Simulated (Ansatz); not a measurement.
Geometry optimisation, Ansatz 0.2.0, RKS BLYP-D4/def2-SVP.

Input:

```yaml
crystal:
  periodic: [false, false, false]
  atoms:
    - { symbol: Ga, position_ang: [-0.066246, -0.390969, -0.033649] }
    - { symbol: O, position_ang: [0.102637, -0.449441, 1.760034] }
    - { symbol: H, position_ang: [-0.750275, -0.538183, 2.228325] }
    - { symbol: O, position_ang: [1.421443, -0.452687, -1.037555] }
    - { symbol: H, position_ang: [2.217812, -0.502, -0.474502] }
    - { symbol: O, position_ang: [-1.618401, -0.307398, -0.94733] }
    - { symbol: H, position_ang: [-2.396483, -0.262875, -0.359108] }
    - { symbol: H, position_ang: [0.039031, 2.252067, 0.80016] }
    - { symbol: H, position_ang: [0.079782, 1.715486, 1.282126] }
basis:
  gaussian: { orbitals: def2-SVP }
hamiltonian:
  xc: blyp
  dispersion: d4
relax:
  f_tol: 0.03
  max_steps: 50
```

Command:

```bash
$ ansatz run input.yaml --threads 2 --pin off --max-ram 3072MiB --backend cpu --events-out ev --progress --plain --runs-dir out
```

Q: Where does it end, and by what steps?

A: The run converged. The force dipped under the threshold on the way, but the program's further checks kept it going. After 14 steps the energy has fallen by 0.101 eV; H8 moved furthest, 0.89 Å.

```
step  energy less start (eV)  largest force component (eV/Å)  accepted
   0                  0.0000                           1.487       yes
   1                 -0.0824                           0.157       yes
   2                 -0.0888                           0.106       yes
   3                 -0.0905                           0.092       yes
   4                 -0.0928                           0.092       yes
   5                 -0.0931                           0.379       yes
   6                 -0.0964                           0.099       yes
   7                 -0.0980                           0.062       yes
   8                 -0.0976                           0.370        no
   9                 -0.0985                           0.132       yes
  10                 -0.0999                           0.046       yes
  11                 -0.1000                           0.137       yes
  12                 -0.1005                           0.045       yes
  13                 -0.1006                           0.003       yes
  14                 -0.1007                           0.010       yes
```

```xyz
9
Properties=species:S:1:pos:R:3
Ga -0.066 -0.581 -0.178
O 0.142 -0.358 1.614
H -0.707 -0.249 2.084
O 1.416 -0.787 -1.171
H 2.212 -0.779 -0.605
O -1.635 -0.602 -1.065
H -2.402 -0.502 -0.469
H -0.018 2.839 1.461
H 0.087 2.083 1.548
```

Whether the end is a true minimum wasn't checked by a vibrational analysis.

The run took 25 s on 2 threads of Arm Neoverse V1, on a shared host, peak memory 0.14 GiB.
